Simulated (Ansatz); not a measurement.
Geometry optimisation, Ansatz 0.2.0, RHF/def2-SVP.

Input file:

```yaml
crystal:
  periodic: [false, false, false]
  atoms:
    - { symbol: B, position_ang: [-1.2123, 0.5646, -0.4181] }
    - { symbol: "N", position_ang: [-0.1122, -0.3692, -0.6633] }
    - { symbol: C, position_ang: [0.1775, -1.0594, 0.5676] }
    - { symbol: Zn, position_ang: [1.7378, 0.8172, -1.466] }
    - { symbol: H, position_ang: [-2.2734, 0.4664, -1.0363] }
    - { symbol: H, position_ang: [-1.1284, 1.5378, 0.3083] }
    - { symbol: H, position_ang: [-0.6365, -1.6461, 0.9457] }
    - { symbol: H, position_ang: [0.61203, -0.81461, -1.26222] }
    - { symbol: H, position_ang: [0.5439, -0.3243, 1.4056] }
    - { symbol: H, position_ang: [1.9037, 1.7122, -0.0265] }
basis:
  gaussian: { orbitals: def2-SVP }
hamiltonian:
  xc: hf
relax:
  f_tol: 0.02
  max_steps: 50
output:
  orbitals: {}
```

Run as:

```bash
$ ansatz run input.yaml --threads 2 --pin off --max-ram 3072MiB --backend cpu --events-out ev --progress --plain --runs-dir out
```

Task: Where does it end, and by what steps?

Result: It converged. After 14 steps the energy has fallen by 6.521 eV; H10 moved furthest, 1.10 Å. Joined: B1–C3 (2.35 → 1.56 Å).

```tsv
step	energy less start (eV)	largest force component (eV/Å)	accepted
0	0.0000	3.536	yes
1	-1.3645	3.690	yes
2	-2.5499	3.200	yes
3	-3.6781	3.454	yes
4	-5.1788	3.249	yes
5	-6.0126	1.864	yes
6	-6.3438	1.035	yes
7	-6.4304	0.915	yes
8	-6.4792	0.287	yes
9	-6.5047	0.244	yes
10	-6.5150	0.133	yes
11	-6.5184	0.094	yes
12	-6.5197	0.087	yes
13	-6.5197	0.132	no
14	-6.5209	0.014	yes
```

```xyz
10
Properties=species:S:1:pos:R:3
B -0.989 0.378 -0.194
N 0.342 -0.441 -0.613
C -0.402 -0.818 0.613
Zn 1.338 1.205 -0.631
H -1.969 0.305 -0.887
H -0.651 1.524 0.157
H -0.886 -1.785 0.524
H 0.275 -1.107 -1.359
H 0.175 -0.734 1.529
H 2.378 2.357 -0.784
```

Whether the end is a true minimum wasn't checked by a vibrational analysis.

Time of the run: 21 s on 2 threads of Intel(R) Xeon(R) Platinum 8488C (Sapphire Rapids), on a shared host, peak memory 0.22 GiB.
